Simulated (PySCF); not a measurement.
SMILES CS[SiH2][GeH3] (GFN2-xTB optimised geometry):

```
12

C      1.590    -1.332     0.000
S     -0.230    -1.332     0.000
Si    -0.597     0.779     0.000
Ge     0.708     1.859    -1.616
H      1.906    -2.368    -0.060
H      1.958    -0.783    -0.865
H      1.957    -0.887     0.920
H     -2.028     0.863    -0.252
H     -0.277     1.290     1.335
H      1.086     1.052    -2.823
H      0.054     3.078    -2.187
H      2.028     2.368    -1.111
```

Method: PBE/def2-TZVP in PySCF.

Q: What are the frontier orbital energies and the dipole moment?

A: HOMO-2 -7.89 eV, HOMO-1 -7.22 eV, HOMO -5.65 eV, LUMO -1.23 eV, LUMO+1 -0.72 eV; dipole moment 1.10 D.

Meta-Löwdin charges at PBE/def2-TZVP: C1 -0.41, S2 -0.15, Si3 0.34, Ge4 0.04, H5 0.15, H6 0.13, H7 0.13, H8 -0.06, H9 -0.08, H10 -0.03, H11 -0.03, H12 -0.03.
